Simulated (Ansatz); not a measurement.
CH4Zn, SMILES `[CH3][ZnH]`. The species carries charge 0 and has multiplicity 1. Geometry: relaxed with PBE0-D4/def2-TZVP.

```xyz
6

C     0.451    0.517   -0.175
Zn   -0.786   -0.901    0.305
H     0.097    1.486    0.187
H     1.439    0.339    0.257
H     0.567    0.587   -1.260
H    -1.769   -2.029    0.686
```

**Question.** What is the dipole moment at r2SCAN/def2-TZVPP? (Estimate.)

**Answer.** Ansatz gave: 0.53 D, with components (0.34, 0.39, -0.13) D in this frame, pointing from negative to positive charge.

**Question.** And with PBE, B3LYP, ωB97M-V? (Estimate.)

**Answer.** The calculation gave: PBE 0.55 D, B3LYP 0.51 D, ωB97M-V 0.46 D.

**Question.** Give the Mulliken charges with r2SCAN, ωB97M-V, PBE in def2-TZVPP. (An estimate is asked.)

**Answer.** Computed: 
```tsv
atom	r2SCAN	ωB97M-V	PBE
C1	-0.38	-0.53	-0.42
Zn2	0.30	0.29	0.23
H3	0.07	0.12	0.10
H4	0.07	0.12	0.10
H5	0.07	0.12	0.10
H6	-0.14	-0.11	-0.10
```

B3LYP here is the variant with VWN-RPA as its local correlation; programs differ in this.
